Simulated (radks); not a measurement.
Results of a calculation; reference values are marked as such.
Q: The mean radii <r> (bohr) of the occupied orbitals of an atom or ion are listed with their occupations. Code: a radial shooting solver on a logarithmic mesh with Libxc functionals. Model: scalar-relativistic Kohn-Sham, PBE, spin-unpolarised, spherical densities, point nucleus.

orbital  occ.      <r>
1s          2  0.08573
2s          2   0.4141
2p          6   0.3767
3s          2    1.406
3p          6    1.664

Name the element and its charge.

A: Z = 18, argon, charge 0: Ar in [Ar]. The 1s radius gives Z: for a bare nucleus <r> = (2 gamma + 1)/(2Z) with gamma = sqrt(1 - (Z/c)^2), 0.08285 bohr for Z = 18, and screening makes it slightly larger (0.08573 here). The occupations add up to 18, and the charge is Z minus that.
